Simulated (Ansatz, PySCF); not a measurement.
F6Si2, SMILES F[Si](F)(F)[Si](F)(F)F. Atoms are numbered in the order given.

```xyz
8

F      1.3116    -0.7573     1.7275
Si     0.0000     0.0000     1.1622
F      0.0000     1.5145     1.7275
F     -1.3116    -0.7573     1.7275
Si     0.0000     0.0000    -1.1622
F      1.3116     0.7573    -1.7275
F      0.0000    -1.5145    -1.7275
F     -1.3116     0.7573    -1.7275
```

The structure is a stationary point at PBE-D3(BJ)/def2-SVP. Other conformers were not sampled.

Vertical ionisation energy (IE) and electron affinity (EA) in eV. Rows of orbital energies are one-electron estimates. Where ΔSCF, EOM or ADC give a negative EA the extra electron is unbound and the value depends on the basis.

```csv
level,IE,EA
"−ε(HOMO), −ε(LUMO), r2SCAN/def2-TZVP (PySCF)",9.48,1.82
"ΔSCF, CAM-B3LYP/def2-SVPD (Ansatz), final states of multiplicity 2 and 2",…,…
```

What belongs in the gaps? (An estimate is asked for; the answer gives what the named calculation found.)


- ΔSCF, CAM-B3LYP/def2-SVPD (Ansatz, a program for electronic structure), final states of multiplicity 2 and 2, IE: 13.41
- ΔSCF, CAM-B3LYP/def2-SVPD (Ansatz), final states of multiplicity 2 and 2, EA: -0.68

What vertical singlet–triplet gap does ΔSCF give with CAM-B3LYP/def2-SVPD (Ansatz)? (The exact figures need the calculation; the answer reports its results.)

7.31 eV (triplet above singlet where positive).
